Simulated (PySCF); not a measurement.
A calculated (BP86, PySCF 2.14, cc-pVTZ-X2C, scalar relativity by spin-free X2C-1e) atom or ion has these occupied shells.

```json
{"shell": "1s α", "electrons": "1", "orbital energy (eV)": "-63068.2", "rms radius, mean of both spins (bohr)": "0.0219"}
{"shell": "1s β", "electrons": "1", "orbital energy (eV)": "-63068.2", "rms radius, mean of both spins (bohr)": "0.0219"}
{"shell": "2s α", "electrons": "1", "orbital energy (eV)": "-10750.6", "rms radius, mean of both spins (bohr)": "0.0885"}
{"shell": "2s β", "electrons": "1", "orbital energy (eV)": "-10750.6", "rms radius, mean of both spins (bohr)": "0.0885"}
{"shell": "2p α", "electrons": "3", "orbital energy (eV)": "-9488.5", "rms radius, mean of both spins (bohr)": "0.0801"}
{"shell": "2p β", "electrons": "3", "orbital energy (eV)": "-9488.5", "rms radius, mean of both spins (bohr)": "0.0801"}
{"shell": "3s α", "electrons": "1", "orbital energy (eV)": "-2450.5", "rms radius, mean of both spins (bohr)": "0.227"}
{"shell": "3s β", "electrons": "1", "orbital energy (eV)": "-2450.5", "rms radius, mean of both spins (bohr)": "0.227"}
{"shell": "3p α", "electrons": "3", "orbital energy (eV)": "-2069.6", "rms radius, mean of both spins (bohr)": "0.228"}
{"shell": "3p β", "electrons": "3", "orbital energy (eV)": "-2069.6", "rms radius, mean of both spins (bohr)": "0.228"}
{"shell": "3d α", "electrons": "5", "orbital energy (eV)": "-1599.1", "rms radius, mean of both spins (bohr)": "0.208"}
{"shell": "3d β", "electrons": "5", "orbital energy (eV)": "-1599.1", "rms radius, mean of both spins (bohr)": "0.208"}
{"shell": "4s α", "electrons": "1", "orbital energy (eV)": "-501.50", "rms radius, mean of both spins (bohr)": "0.508"}
{"shell": "4s β", "electrons": "1", "orbital energy (eV)": "-501.49", "rms radius, mean of both spins (bohr)": "0.508"}
{"shell": "4p α", "electrons": "3", "orbital energy (eV)": "-375.89", "rms radius, mean of both spins (bohr)": "0.541"}
{"shell": "4p β", "electrons": "3", "orbital energy (eV)": "-375.88", "rms radius, mean of both spins (bohr)": "0.541"}
{"shell": "4d α", "electrons": "5", "orbital energy (eV)": "-208.78", "rms radius, mean of both spins (bohr)": "0.591"}
{"shell": "4d β", "electrons": "5", "orbital energy (eV)": "-208.77", "rms radius, mean of both spins (bohr)": "0.591"}
{"shell": "5s α", "electrons": "1", "orbital energy (eV)": "-78.333", "rms radius, mean of both spins (bohr)": "1.24"}
{"shell": "5s β", "electrons": "1", "orbital energy (eV)": "-78.248", "rms radius, mean of both spins (bohr)": "1.24"}
{"shell": "5p α", "electrons": "3", "orbital energy (eV)": "-49.038", "rms radius, mean of both spins (bohr)": "1.47"}
{"shell": "5p β", "electrons": "3", "orbital energy (eV)": "-48.868", "rms radius, mean of both spins (bohr)": "1.47"}
{"shell": "4f α", "electrons": "7", "orbital energy (eV)": "-27.004", "rms radius, mean of both spins (bohr)": "0.825"}
{"shell": "4f β", "electrons": "7", "orbital energy (eV)": "-26.962", "rms radius, mean of both spins (bohr)": "0.825"}
{"shell": "6s α", "electrons": "1", "orbital energy (eV)": "-18.159", "rms radius, mean of both spins (bohr)": "3.23"}
```

Name the element and its charge.

Lu²⁺ (lutetium, charge +2), in [Xe] 4f14 6s1, 2S determinant.
